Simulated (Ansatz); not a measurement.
Reaction (ligand exchange at the In–O bond): `FB[O][InH2]` + CH₃SH → `C[S][InH2]` + `OBF`

Calculated with Ansatz (gas phase, PBE0-D4/def2-TZVP geometries, no zero-point term in ΔE). CBS: MP2 limit from def2 TZ/QZ plus the TZ coupled-cluster correction, frozen cores. This one scheme is used for every species. Functionals use def2-TZVPP. Elements past krypton have def2 core potentials. For In outer-core shells are correlated without core-valence functions, which leaves a few kJ/mol of doubt a bond. Each species was taken in one conformer, which may not be the lowest.

```json
{"level": "ωB97M-V", "ΔE (kJ/mol)": "-29.8"}
{"level": "PBE0", "ΔE (kJ/mol)": "-40.0"}
{"level": "r2SCANh", "ΔE (kJ/mol)": "-33.4"}
{"level": "BHLYP", "ΔE (kJ/mol)": "-32.4"}
{"level": "CAM-B3LYP", "ΔE (kJ/mol)": "-26.9"}
{"level": "MP2/def2-SVP", "ΔE (kJ/mol)": "-23.0"}
{"level": "CCSD/def2-SVP", "ΔE (kJ/mol)": "-23.1"}
{"level": "HF/def2-TZVPP", "ΔE (kJ/mol)": "-32.1"}
```

(1) What does CCSD(T)/CBS give? (Estimate.)

Largest T1 diagnostic among the species: 0.016.

Answers

(1) Ansatz gave: -28.6 kJ/mol. The listed levels differ from it by -1.2, -11.4, -4.8, -3.8, 1.7, 5.6, 5.5, -3.5 kJ/mol.

From r2SCAN to r2SCAN0 (25 % exact exchange), in def2-TZVPP and without D4, ΔE moves by −4.4 kJ/mol. Leaving LDA and LC-ωPBE aside and taking each functional with its dispersion term where it has one, the values, not all of them listed here, spread over 14.8 kJ/mol, from HSE06-D4 to ωB97X-V. LDA lies −4.9 kJ/mol from PBE without D4. At CCSD(T), def2-SVP lies +5.1 kJ/mol from the extrapolated value and def2-TZVPP +0.3 kJ/mol.
